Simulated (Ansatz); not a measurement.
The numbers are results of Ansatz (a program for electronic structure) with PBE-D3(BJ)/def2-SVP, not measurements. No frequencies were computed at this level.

Ansatz 0.2 input:
```yaml
crystal:
  periodic: [false, false, false]
  atoms:
    - { symbol: Zr, position_ang: [0.23092, -0.072157, -0.142568] }
    - { symbol: O, position_ang: [-0.900982, 1.474901, -0.02417] }
    - { symbol: H, position_ang: [-1.310649, 1.635792, 0.836161] }
    - { symbol: O, position_ang: [1.153325, 0.555948, -1.693361] }
    - { symbol: H, position_ang: [0.803355, 1.433579, -1.899992] }
    - { symbol: O, position_ang: [-1.205193, -1.315999, -0.450109] }
    - { symbol: H, position_ang: [-1.982772, -0.81517, -0.733842] }
    - { symbol: O, position_ang: [1.006817, 0.127807, 1.602437] }
    - { symbol: H, position_ang: [1.136167, 1.048854, 1.864721] }
    - { symbol: C, position_ang: [1.362075, -2.42647, -1.594972] }
    - { symbol: O, position_ang: [1.546165, -1.849034, -0.305144] }
    - { symbol: C, position_ang: [1.169362, -2.747746, 0.734544] }
    - { symbol: H, position_ang: [0.305567, -2.695153, -1.74614] }
    - { symbol: H, position_ang: [1.657322, -1.657197, -2.315509] }
    - { symbol: H, position_ang: [1.99899, -3.31505, -1.701653] }
    - { symbol: H, position_ang: [1.336914, -2.211859, 1.673606] }
    - { symbol: H, position_ang: [1.794407, -3.649912, 0.694849] }
    - { symbol: H, position_ang: [0.10712, -3.017953, 0.64257] }
basis:
  gaussian: { orbitals: def2-svp }
hamiltonian:
  xc: pbe
  dispersion: d3bj
relax:
  max_steps: 150
```

Output:

```
[...]
Functional definition: PBE
1889 factors; their error is unknown
mean field evaluation 1: about -13709.0088 eV, gradient 1.2e2 eV
mean field evaluation 2: about -13550.9314 eV, gradient 2.9e2 eV
mean field evaluation 4: about -13734.3729 eV, gradient 2.3e1 eV
mean field evaluation 8: about -13735.5262 eV, gradient 3.8e-1 eV
mean field evaluation 16: about -13735.4635 eV, gradient 2.3e-3 eV
mean field -13735.46346485 eV, -504.7689721017 hartree, gradient 3.2e-5 eV, S^2 0.000000; 0 other end points of the search recorded, 0 dependent functions left out
reference -13735.46355783 eV, -504.7689755187 hartree; 37, 37 occupied and 142, 142 virtual orbitals, 1889 factors
relax step   1: F+E_penalty+E_count = -13735.90975839 eV  Δ(F+E_penalty+E_count) = +0.000e0 eV  max|allowed force component| = 2.102e0 eV/Å  Δτ_max = 0.0000 Å  (30 SCF iters, accepted)
these checks for a lower state are left out or cut short: starts, cluster_reference, orbital_swaps, neighbouring_geometries, increment
1889 factors; their error is unknown
mean field -13736.21549126 eV, -504.7966085625 hartree, gradient 2.5e-5 eV, S^2 0.000000; 0 other end points of the search recorded, 0 dependent functions left out
reference -13736.21558547 eV, -504.7966120248 hartree; 37, 37 occupied and 142, 142 virtual orbitals, 1889 factors
relax step   2: F+E_penalty+E_count = -13736.64093698 eV  Δ(F+E_penalty+E_count) = -7.312e-1 eV  max|allowed force component| = 3.626e-1 eV/Å  Δτ_max = 0.1948 Å  (37 SCF iters, accepted)
these checks for a lower state are left out or cut short: starts, cluster_reference, orbital_swaps, neighbouring_geometries, increment
1889 factors; their error is unknown
mean field evaluation 32: about -13736.3186 eV, gradient 1.9e-1 eV
mean field -13736.31864557 eV, -504.8003994135 hartree, gradient 8.9e-6 eV, S^2 0.000000; 0 other end points of the search recorded, 0 dependent functions left out
reference -13736.31873981 eV, -504.8004028767 hartree; 37, 37 occupied and 142, 142 virtual orbitals, 1889 factors
relax step   3: F+E_penalty+E_count = -13736.73499005 eV  Δ(F+E_penalty+E_count) = -9.405e-2 eV  max|allowed force component| = 1.144e0 eV/Å  Δτ_max = 0.1944 Å  (37 SCF iters, accepted)
these checks for a lower state are left out or cut short: starts, cluster_reference, orbital_swaps, neighbouring_geometries, increment
1889 factors; their error is unknown
mean field -13736.41836255 eV, -504.8040639451 hartree, gradient 2.5e-5 eV, S^2 0.000000; 0 other end points of the search recorded, 0 dependent functions left out
reference -13736.41845727 eV, -504.8040674257 hartree; 37, 37 occupied and 142, 142 virtual orbitals, 1889 factors
relax step   4: F+E_penalty+E_count = -13736.83451712 eV  Δ(F+E_penalty+E_count) = -9.953e-2 eV  max|allowed force component| = 2.593e-1 eV/Å  Δτ_max = 0.2000 Å  (37 SCF iters, accepted)
these checks for a lower state are left out or cut short: starts, cluster_reference, orbital_swaps, neighbouring_geometries, increment
1889 factors; their error is unknown
mean field -13736.40620285 eV, -504.8036170840 hartree, gradient 2.4e-5 eV, S^2 0.000000; 0 other end points of the search recorded, 0 dependent functions left out
reference -13736.40629834 eV, -504.8036205935 hartree; 37, 37 occupied and 142, 142 virtual orbitals, 1889 factors
relax step   5: F+E_penalty+E_count = -13736.82155464 eV  Δ(F+E_penalty+E_count) = +1.296e-2 eV  max|allowed force component| = 9.332e-1 eV/Å  Δτ_max = 0.1987 Å  (37 SCF iters, rejected (line search))
these checks for a lower state are left out or cut short: starts, cluster_reference, orbital_swaps, neighbouring_geometries, increment
1889 factors; their error is unknown
mean field -13736.45423994 eV, -504.8053824147 hartree, gradient 2.1e-5 eV, S^2 0.000000; 0 other end points of the search recorded, 0 dependent functions left out
reference -13736.45433502 eV, -504.8053859087 hartree; 37, 37 occupied and 142, 142 virtual orbitals, 1889 factors
relax step   6: F+E_penalty+E_count = -13736.86856782 eV  Δ(F+E_penalty+E_count) = -3.405e-2 eV  max|allowed force component| = 3.197e-1 eV/Å  Δτ_max = 0.0959 Å  (31 SCF iters, accepted)
these checks for a lower state are left out or cut short: starts, cluster_reference, orbital_swaps, neighbouring_geometries, increment
1889 factors; their error is unknown
mean field evaluation 64: about -13736.4727 eV, gradient 5.7e-4 eV
mean field -13736.47271737 eV, -504.8060614478 hartree, gradient 9.3e-6 eV, S^2 0.000000; 0 other end points of the search recorded, 0 dependent functions left out
reference -13736.47281270 eV, -504.8060649509 hartree; 37, 37 occupied and 142, 142 virtual orbitals, 1889 factors
relax step   7: F+E_penalty+E_count = -13736.88630349 eV  Δ(F+E_penalty+E_count) = -1.774e-2 eV  max|allowed force component| = 1.826e-1 eV/Å  Δτ_max = 0.1000 Å  (31 SCF iters, accepted)
these checks for a lower state are left out or cut short: starts, cluster_reference, orbital_swaps, neighbouring_geometries, increment
1889 factors; their error is unknown
mean field -13736.49235213 eV, -504.8067830117 hartree, gradient 2.3e-5 eV, S^2 0.000000; 0 other end points of the search recorded, 0 dependent functions left out
reference -13736.49244763 eV, -504.8067865213 hartree; 37, 37 occupied and 142, 142 virtual orbitals, 1889 factors
relax step   8: F+E_penalty+E_count = -13736.90464005 eV  Δ(F+E_penalty+E_count) = -1.834e-2 eV  max|allowed force component| = 7.213e-2 eV/Å  Δτ_max = 0.1500 Å  (31 SCF iters, accepted)
these checks for a lower state are left out or cut short: starts, cluster_reference, orbital_swaps, neighbouring_geometries, increment
1889 factors; their error is unknown
mean field -13736.48382434 eV, -504.8064696213 hartree, gradient 1.1e-5 eV, S^2 0.000000; 0 other end points of the search recorded, 0 dependent functions left out
reference -13736.48391991 eV, -504.8064731334 hartree; 37, 37 occupied and 142, 142 virtual orbitals, 1889 factors
relax step   9: F+E_penalty+E_count = -13736.89548879 eV  Δ(F+E_penalty+E_count) = +9.151e-3 eV  max|allowed force component| = 5.354e-1 eV/Å  Δτ_max = 0.2000 Å  (30 SCF iters, rejected (line search))
these checks for a lower state are left out or cut short: starts, cluster_reference, orbital_swaps, neighbouring_geometries, increment
1889 factors; their error is unknown
mean field -13736.50032648 eV, -504.8070760638 hartree, gradient 9.6e-6 eV, S^2 0.000000; 0 other end points of the search recorded, 0 dependent functions left out
reference -13736.50042202 eV, -504.8070795750 hartree; 37, 37 occupied and 142, 142 virtual orbitals, 1889 factors
relax step  10: F+E_penalty+E_count = -13736.91193884 eV  Δ(F+E_penalty+E_count) = -7.299e-3 eV  max|allowed force component| = 7.152e-2 eV/Å  Δτ_max = 0.0963 Å  (31 SCF iters, accepted)
these checks for a lower state are left out or cut short: starts, cluster_reference, orbital_swaps, neighbouring_geometries, increment
1889 factors; their error is unknown
mean field -13736.50139610 eV, -504.8071153718 hartree, gradient 1.0e-5 eV, S^2 0.000000; 0 other end points of the search recorded, 0 dependent functions left out
reference -13736.50149169 eV, -504.8071188843 hartree; 37, 37 occupied and 142, 142 virtual orbitals, 1889 factors
relax step  11: F+E_penalty+E_count = -13736.91298780 eV  Δ(F+E_penalty+E_count) = -1.049e-3 eV  max|allowed force component| = 3.195e-1 eV/Å  Δτ_max = 0.0995 Å  (31 SCF iters, accepted)
these checks for a lower state are left out or cut short: starts, cluster_reference, orbital_swaps, neighbouring_geometries, increment
1889 factors; their error is unknown
mean field evaluation 96: about -13736.5708 eV, gradient 3.6e-2 eV
mean field -13736.50512912 eV, -504.8072525574 hartree, gradient 2.7e-5 eV, S^2 0.000000; 0 other end points of the search recorded, 0 dependent functions left out
reference -13736.50522479 eV, -504.8072560732 hartree; 37, 37 occupied and 142, 142 virtual orbitals, 1889 factors
relax step  12: F+E_penalty+E_count = -13736.91660636 eV  Δ(F+E_penalty+E_count) = -3.619e-3 eV  max|allowed force component| = 3.601e-2 eV/Å  Δτ_max = 0.0567 Å  (30 SCF iters, accepted)
these checks for a lower state are left out or cut short: starts, cluster_reference, orbital_swaps, neighbouring_geometries, increment
1889 factors; their error is unknown
mean field -13736.50330752 eV, -504.8071856150 hartree, gradient 9.3e-6 eV, S^2 0.000000; 0 other end points of the search recorded, 0 dependent functions left out
reference -13736.50340334 eV, -504.8071891364 hartree; 37, 37 occupied and 142, 142 virtual orbitals, 1889 factors
relax step  13: F+E_penalty+E_count = -13736.91440906 eV  Δ(F+E_penalty+E_count) = +2.197e-3 eV  max|allowed force component| = 1.641e-1 eV/Å  Δτ_max = 0.0635 Å  (32 SCF iters, rejected (line search))
these checks for a lower state are left out or cut short: starts, cluster_reference, orbital_swaps, neighbouring_geometries, increment
1889 factors; their error is unknown
mean field -13736.50588415 eV, -504.8072803045 hartree, gradient 2.3e-5 eV, S^2 0.000000; 0 other end points of the search recorded, 0 dependent functions left out
reference -13736.50597989 eV, -504.8072838227 hartree; 37, 37 occupied and 142, 142 virtual orbitals, 1889 factors
relax step  14: F+E_penalty+E_count = -13736.91765383 eV  Δ(F+E_penalty+E_count) = -1.047e-3 eV  max|allowed force component| = 2.385e-2 eV/Å  Δτ_max = 0.0309 Å  (32 SCF iters, accepted)
these checks for a lower state are left out or cut short: starts, cluster_reference, orbital_swaps, neighbouring_geometries, increment
1889 factors; their error is unknown
mean field -13736.50652614 eV, -504.8073038970 hartree, gradient 2.5e-5 eV, S^2 0.000000; 0 other end points of the search recorded, 0 dependent functions left out
reference -13736.50662187 eV, -504.8073074151 hartree; 37, 37 occupied and 142, 142 virtual orbitals, 1889 factors
relax step  15: F+E_penalty+E_count = -13736.91783220 eV  Δ(F+E_penalty+E_count) = -1.784e-4 eV  max|allowed force component| = 2.936e-2 eV/Å  Δτ_max = 0.0248 Å  (31 SCF iters, accepted)
these checks for a lower state are left out or cut short: starts, cluster_reference, orbital_swaps, neighbouring_geometries, increment
1889 factors; their error is unknown
mean field evaluation 128: about -13736.5068 eV, gradient 2.6e-5 eV
mean field -13736.50675827 eV, -504.8073124277 hartree, gradient 2.6e-5 eV, S^2 0.000000; 0 other end points of the search recorded, 0 dependent functions left out
reference -13736.50685404 eV, -504.8073159471 hartree; 37, 37 occupied and 142, 142 virtual orbitals, 1889 factors
relax step  16: F+E_penalty+E_count = -13736.91801373 eV  Δ(F+E_penalty+E_count) = -1.815e-4 eV  max|allowed force component| = 2.084e-2 eV/Å  Δτ_max = 0.0107 Å  (32 SCF iters, accepted)
these checks for a lower state are left out or cut short: starts, cluster_reference, orbital_swaps, neighbouring_geometries, increment
1889 factors; their error is unknown
mean field -13736.50679800 eV, -504.8073138878 hartree, gradient 2.5e-5 eV, S^2 0.000000; 0 other end points of the search recorded, 0 dependent functions left out
reference -13736.50689379 eV, -504.8073174079 hartree; 37, 37 occupied and 142, 142 virtual orbitals, 1889 factors
relax step  17: F+E_penalty+E_count = -13736.91805910 eV  Δ(F+E_penalty+E_count) = -4.537e-5 eV  max|allowed force component| = 7.759e-3 eV/Å  Δτ_max = 0.0079 Å  (25 SCF iters, accepted)
1889 factors; their error is unknown
mean field -13736.50679800 eV, -504.8073138878 hartree, gradient 2.6e-5 eV, S^2 0.000000; 1 other end points of the search recorded, 0 dependent functions left out
reference -13736.50689379 eV, -504.8073174079 hartree; 37, 37 occupied and 142, 142 virtual orbitals, 1889 factors
Total energy: -13736.91815488 eV, -504.8224309744 hartree
Atom 0 at     0.026684     0.155563    -0.055491 Å, force     0.005691     0.001311    -0.001290 eV/Å
Atom 1 at    -1.106878     1.737327     0.029508 Å, force    -0.003805     0.000570     0.001417 eV/Å
Atom 2 at    -1.557851     2.510515     0.391978 Å, force     0.001084     0.000508     0.000072 eV/Å
Atom 3 at     1.117109     0.616895    -1.657108 Å, force     0.000328    -0.001926     0.000044 eV/Å
Atom 4 at     1.004546     1.373200    -2.255272 Å, force    -0.000472     0.000567     0.000183 eV/Å
Atom 5 at    -1.356299    -1.260387    -0.325191 Å, force    -0.001178    -0.001809     0.000534 eV/Å
Atom 6 at    -2.306350    -1.087611    -0.432199 Å, force     0.000220     0.000597    -0.000089 eV/Å
Atom 7 at     0.869939     0.113559     1.736992 Å, force    -0.005019    -0.000750    -0.000260 eV/Å
Atom 8 at     1.697812     0.383044     2.162533 Å, force     0.003549     0.001423     0.000644 eV/Å
Atom 9 at     1.435858    -2.425883    -1.620964 Å, force    -0.000696     0.000480     0.007759 eV/Å
Atom 10 at     1.362196    -1.859212    -0.312534 Å, force    -0.001289    -0.003411    -0.007388 eV/Å
Atom 11 at     1.195105    -2.841063     0.709754 Å, force    -0.001926    -0.000683    -0.000713 eV/Å
Atom 12 at     0.492441    -2.961925    -1.867312 Å, force     0.002277     0.000908     0.000230 eV/Å
Atom 13 at     1.584051    -1.579722    -2.316120 Å, force    -0.000045    -0.000077     0.001052 eV/Å
Atom 14 at     2.293090    -3.132054    -1.682513 Å, force    -0.000386     0.000728    -0.000705 eV/Å
Atom 15 at     1.166706    -2.291189     1.668253 Å, force     0.000202     0.000411    -0.001534 eV/Å
Atom 16 at     2.049687    -3.553200     0.699253 Å, force     0.000100    -0.000347     0.000075 eV/Å
Atom 17 at     0.241065    -3.394673     0.567860 Å, force     0.001365     0.001501    -0.000031 eV/Å
Dipole moment:     0.075849    -0.029264    -0.046924 e Å
```

Cost: about 2.7 core-minutes (a rough figure).
